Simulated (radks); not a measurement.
The numbers below are computed, except where a source is named.
All-electron atom: Ti4+ in [Ar].

Level of theory: scalar-relativistic Kohn-Sham, BLYP, spin-unpolarised, spherical densities, finite nucleus; Fermi nuclear charge, rms radius 3.5921 fm (a radial shooting solver on a logarithmic mesh with Libxc functionals).

Energy parts (hartree):
total: -850.47917
kinetic: 857.78211
electron-nucleus: -1986.02840
Hartree: 318.50970
exchange-correlation: -40.74257

Orbitals (lengths in bohr, moments of r in powers of bohr; <r^-3> diverges for s and p1/2; r(max) is where P^2 peaks):
orbital  occ.  eigenvalue (hartree)      <r>  <r^-3>   r(max)     <r^2>
1s          2             -180.9896  0.06959       -  0.04555  0.006514
2s          2             -21.77733   0.3250       -   0.2689    0.1249
2p          6             -18.37468   0.2899   264.7   0.2195    0.1037
3s          2              -4.17793   0.9750       -   0.8566     1.091
3p          6              -3.27991    1.027   34.05   0.8799     1.231

The highest occupied level is 3p at -89.251 eV. Summed over all electrons, <r^2> = 10.45 bohr^2, which gives a Langevin (diamagnetic) susceptibility term of -8.28 x 10^-6 cm^3/mol. For comparison, the ionisation energy in NIST's Atomic Spectra Database is 99.30 eV (measured). In exact Kohn-Sham theory the highest level is minus the ionisation energy, but local and semilocal functionals leave it too shallow, through self-interaction and a potential that decays too fast; potentials with the right tail come closer. The density falls to 0.001 e/bohr^3 at r = 2.53 bohr. The electron density at the nucleus is 8548 e/bohr^3 (large components only).
